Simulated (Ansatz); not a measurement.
Relaxation of CH6SeSi (9 atoms, charge 0, multiplicity 1), to a largest force component of 0.02 eV/Å in at most 50 steps.

Theory: RKS PBE-D4/def2-SVP in Ansatz.

```xyz
9
Properties=species:S:1:pos:R:3
C -0.798 0.556 -0.544
Si 0.500 -0.648 -0.229
Se 1.772 0.086 1.482
H -1.406 0.257 -1.398
H -0.390 1.570 -0.839
H -1.470 0.734 0.353
H 1.356 -0.799 -1.431
H -0.061 -1.921 0.120
H 0.586 0.121 2.469
```

**Question.** Where does it end, and by what steps?

**Answer.** The run converged. After 5 steps the energy has fallen by 0.250 eV; H9 moved furthest, 0.17 Å.

```tsv
step	energy less start (eV)	largest force component (eV/Å)	accepted
0	0.0000	2.271	yes
1	-0.1788	1.072	yes
2	-0.2448	0.334	yes
3	-0.2489	0.089	yes
4	-0.2497	0.020	yes
5	-0.2498	0.005	yes
```

```xyz
9
Properties=species:S:1:pos:R:3
C -0.869 0.613 -0.599
Si 0.490 -0.631 -0.195
Se 1.854 0.074 1.528
H -1.473 0.257 -1.460
H -0.433 1.598 -0.854
H -1.549 0.748 0.266
H 1.444 -0.793 -1.346
H -0.116 -1.972 0.131
H 0.741 0.059 2.513
```

Run time: 3.9 s on 2 threads of AMD EPYC 9R45 96-Core Processor (Zen 5), on a shared host, peak memory 0.15 GiB.
